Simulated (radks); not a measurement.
Br+, configuration [Ar] 3d10 4s2 4p3.75 4f0.25 (fractional occupations, a model configuration). Method: scalar-relativistic Kohn-Sham, LDA (Slater exchange, VWN5 correlation), spin-polarised, spherical densities, point nucleus; open shells are filled with parallel spins first; computed with a radial shooting solver on a logarithmic mesh with Libxc functionals.

Normalised radial functions P(r) = r R(r), r in bohr:

r         4p down    5s up   4f up
0.003783   0.0023   0.0240  0.0000
0.004439   0.0030   0.0274  0.0000
0.00521    0.0041   0.0310  0.0000
0.006114   0.0055   0.0350  0.0000
0.007232   0.0074   0.0394  0.0000
0.008487   0.0098   0.0439  0.0000
0.00996    0.0131   0.0483  0.0000
0.01169    0.0173   0.0526  0.0000
0.01372    0.0228   0.0565  0.0000
0.0161     0.0299   0.0596  0.0000
0.01904    0.0394   0.0615  0.0000
0.02234    0.0509   0.0615  0.0000
0.02622    0.0650   0.0591  0.0000
0.03077    0.0821   0.0535  0.0000
0.03611    0.1022   0.0442  0.0000
0.04237    0.1252   0.0307  0.0000
0.04973    0.1503   0.0128  0.0000
0.05882    0.1773  -0.0103  0.0000
0.06903    0.2011  -0.0352  0.0000
0.08101    0.2195  -0.0607  0.0000
0.09506    0.2279  -0.0836  0.0000
0.1116     0.2210  -0.0997  0.0000
0.1309     0.1937  -0.1043  0.0000
0.1549     0.1386  -0.0923  0.0000
0.1817     0.0601  -0.0625  0.0001
0.2133    -0.0397  -0.0158  0.0001
0.2503    -0.1507   0.0419  0.0002
0.2937    -0.2565   0.1005  0.0002
0.3447    -0.3364   0.1463  0.0003
0.4077    -0.3698   0.1655  0.0005
0.4784    -0.3373   0.1459  0.0008
0.5615    -0.2366   0.0872  0.0011
0.6589    -0.0751  -0.0029  0.0016
0.7732     0.1280  -0.1080  0.0024
0.9074     0.3446  -0.2054  0.0034
1.073      0.5514  -0.2729  0.0050
1.26       0.6985  -0.2830  0.0073
1.478      0.7767  -0.2287  0.0104
1.735      0.7789  -0.1120  0.0150
2.036      0.7124   0.0506  0.0213
2.389      0.5959   0.2303  0.0301
2.803      0.4544   0.3920  0.0422
3.316      0.3067   0.5069  0.0592
3.891      0.1879   0.5435  0.0807
4.567      0.1013   0.5093  0.1087
5.359      0.0472   0.4241  0.1448
6.289      0.0188   0.3163  0.1904
7.38       0.0062   0.2103  0.2430
8.73       0.0015   0.1188  0.2958
10.24      0.0003   0.0587  0.3280
12.02      0.0000   0.0240  0.3258
14.11      0.0000   0.0078  0.2815
16.56      0.0000   0.0019  0.2052
19.43      0.0000   0.0003  0.1228
22.98      0.0000   0.0000  0.0564
26.97      0.0000   0.0000  0.0209
31.65      0.0000   0.0000  0.0059
37.14      0.0000   0.0000  0.0012

4p down: eigenvalue -18.546 eV, 2 radial nodes at r = 0.201, 0.701 bohr, <r> = 1.95 bohr, 90 % of the charge inside 2.95 bohr. 5s up (empty): eigenvalue -6.764 eV, 4 radial nodes at r = 0.0548, 0.223, 0.656, 1.94 bohr, <r> = 4.46 bohr, 90 % of the charge inside 6.58 bohr. 4f up: eigenvalue -1.748 eV, 0 radial nodes, <r> = 11.9 bohr, 90 % of the charge inside 16.8 bohr.
